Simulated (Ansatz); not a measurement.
Compare A (`CC[SiH2]CO`) with its isomer B (`COCC[SiH3]`).

Gas-phase electronic energies from Ansatz, PBE0-D4/def2-TZVP geometries. CCSD(T)/CBS is the MP2 limit (def2-TZVPP, def2-QZVPP) plus CCSD(T) − MP2 in def2-TZVPP, frozen cores. DFT in def2-TZVPP. B3LYP here is the variant with VWN-RPA as its local correlation; programs differ in this. One conformer a species, not always the lowest.

A:

```xyz
15

C    -1.460   -1.138   -0.011
C    -1.070    0.161   -0.711
Si    0.786    0.397   -0.898
C     1.609    0.381    0.808
O     1.020    1.317    1.707
H    -1.055   -1.193    1.004
H    -1.083   -2.010   -0.551
H    -2.545   -1.245    0.068
H    -1.477    1.026   -0.176
H    -1.517    0.203   -1.710
H     1.358   -0.712   -1.718
H     1.064    1.691   -1.580
H     1.614   -0.633    1.233
H     2.658    0.672    0.711
H     0.096    1.085    1.825
```

B:

```xyz
15

C     0.636   -0.090    2.579
O     1.027   -0.209    1.240
C    -0.038    0.018    0.350
C     0.460   -0.128   -1.068
Si   -0.865    0.146   -2.369
H    -0.147   -0.818    2.838
H     0.256    0.918    2.801
H     1.513   -0.280    3.198
H    -0.851   -0.699    0.552
H    -0.452    1.026    0.514
H     0.882   -1.130   -1.204
H     1.275    0.582   -1.243
H    -1.975   -0.833   -2.203
H    -0.285   -0.018   -3.727
H    -1.436    1.516   -2.257
```

Which isomer does CCSD(T)/CBS put lower? Give the gap. (An estimate is asked.)

The calculation gave: A, by 45.5 kJ/mol.

Give E(B) − E(A) in kJ/mol with B2PLYP, ωB97M-V, MP2/def2-TZVPP, CCSD(T)/def2-SVP, CCSD(T)/def2-TZVPP, B3LYP-D4, r2SCAN-D4. (Estimate.)

Computed: B2PLYP 39.8, ωB97M-V 44.8, MP2/def2-TZVPP 45.7, CCSD(T)/def2-SVP 26.5, CCSD(T)/def2-TZVPP 41.7, B3LYP-D4 41.5, r2SCAN-D4 43.5. None reverses the order clearly.

Does the order hold for the free energy at 298.15 K (harmonic terms from PBE0-D4)? (Best estimate.)

The calculation gave: Yes: G(B) − G(A) = +43.6 kJ/mol, for one conformer each. Modes under 60 cm⁻¹, often nearly free rotors, make the harmonic entropy too high.

Largest T1 diagnostic: 0.010.

In def2-TZVPP, CCSD(T) changes the Hartree–Fock value by +14.8 kJ/mol (the triples alone add +1.0 kJ/mol) and MP2 by +18.8 kJ/mol. Leaving LDA and LC-ωPBE aside and taking each functional with its dispersion term where it has one, the values, not all of them listed here, spread over 7.7 kJ/mol, from CAM-B3LYP-D4 to revPBE-D4. LDA lies −3.4 kJ/mol from PBE without D4.
